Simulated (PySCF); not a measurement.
**How methods differ on the excitation energy of C⁺**

C⁺ [He] 2s2 2p1 (2P) → C⁺ [He] 2s1 2p1 3d1 (high-spin determinant), as a difference of total energies. Computed with PySCF 2.14 in dyall-acv3z (15s9p4d2f, 76 functions), with the non-relativistic Hamiltonian (point nucleus). Correlated levels: valence and next inner shell: nothing frozen; virtual orbitals above 40 to 60 times the deepest correlated orbital energy dropped. The calculations carry no spin-orbit coupling.

```
                                method  excitation energy (cm⁻¹)
                                   UHF                    184900
    MP2 (valence and next inner shell)                    195110
SCS-MP2 (valence and next inner shell)                    197900
   CCSD (valence and next inner shell)                    198850
CCSD(T) (valence and next inner shell)                    199060
```

The upper state lies above the first ionisation limit, but in LS coupling its spin forbids autoionisation to the ground ion. A Rydberg-like electron needs more diffuse functions than a valence basis has.

The promoted electron is Rydberg-like, and one or two diffuse shells describe it only roughly, which tends to raise the upper state.

The determinant of the upper state mixes LS terms, which raises its energy above the lowest term, most at the Hartree-Fock and MP2 levels.
